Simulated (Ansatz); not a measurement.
Calculated with Ansatz (gas phase, PBE0-D4/def2-TZVP geometries, no zero-point term in ΔE). CBS: MP2 limit from def2 TZ/QZ plus the TZ coupled-cluster correction, frozen cores. This one scheme is used for every species. Functionals use def2-TZVPP. One conformer a species, not always the lowest.

Consider the formal exchange of groups at the Si–O bond: `[SiH3]OB(O[SiH3])O[SiH3]` + `[AlH2][SiH3]` → `[AlH2][SiH2][SiH3]` + `OB(O[SiH3])O[SiH3]`.

`[SiH3]OB(O[SiH3])O[SiH3]`:

Z-matrix (Å, degrees):
```
Si
O 1 1.655
H 1 1.484 2 110.4
H 1 1.484 2 110.4 3 -121.6
H 1 1.481 2 106.3 3 119.2
B 2 1.363 1 129.1 3 60.8
O 6 1.363 2 120.0 1 -0.0
O 6 1.363 2 120.0 1 180.0
Si 7 1.655 6 129.1 2 -180.0
Si 8 1.655 6 129.1 2 0.2
H 9 1.481 7 106.3 6 179.4
H 9 1.484 7 110.4 6 60.2
H 9 1.484 7 110.4 6 -61.4
H 10 1.481 8 106.3 6 180.0
H 10 1.484 8 110.4 6 60.8
H 10 1.484 8 110.4 6 -60.8
```

`[AlH2][SiH3]`:

Z-matrix (Å, degrees):
```
Si
Al 1 2.457
H 1 1.490 2 113.4
H 1 1.492 2 110.7 3 -121.0
H 1 1.492 2 110.6 3 120.9
H 2 1.589 1 121.5 3 0.3
H 2 1.589 1 119.5 3 -179.7
```

`[AlH2][SiH2][SiH3]`:

Cartesian coordinates in Å:
```
Al 0.649 -1.715 -1.252
Si -0.657 0.277 -0.695
Si -0.018 1.073 1.415
H 2.049 -1.574 -1.989
H 0.134 -3.155 -0.825
H -2.121 -0.006 -0.642
H -0.443 1.383 -1.673
H -0.787 2.283 1.811
H -0.236 0.018 2.442
H 1.431 1.415 1.409
```

`OB(O[SiH3])O[SiH3]`:

```xyz
13

O     1.983   -1.619    0.964
B     1.001   -0.803    0.492
O    -0.179   -0.798    1.165
Si   -1.756   -0.381    1.036
O     1.244   -0.034   -0.617
Si    0.552    1.211   -1.435
H     2.784   -1.549    0.441
H    -2.001    0.884    1.771
H    -2.130   -0.203   -0.393
H    -2.571   -1.470    1.624
H    -0.231    0.689   -2.582
H     1.644    2.083   -1.930
H    -0.340    1.992   -0.537
```

CCSD(T)/CBS gives +90.6 kJ/mol.

(1) Another level gave +89.2 kJ/mol. Which?
A. PBE0/def2-TZVPP
B. ωB97X-V/def2-TZVPP
C. PBE-D4/def2-TZVPP
D. r2SCAN-D4/def2-TZVPP

Largest T1 diagnostic among the species: 0.013.

## Answers

(1) B. ωB97X-V 89.2, PBE-D4 63.3, PBE0 70.8, r2SCAN-D4 81.5 kJ/mol.

From PBE to PBE0 (25 % exact exchange), in def2-TZVPP and without D4, ΔE moves by +7.2 kJ/mol. In def2-TZVPP, CCSD(T) changes the Hartree–Fock value by −26.3 kJ/mol (the triples alone add −3.6 kJ/mol) and MP2 by −21.3 kJ/mol.
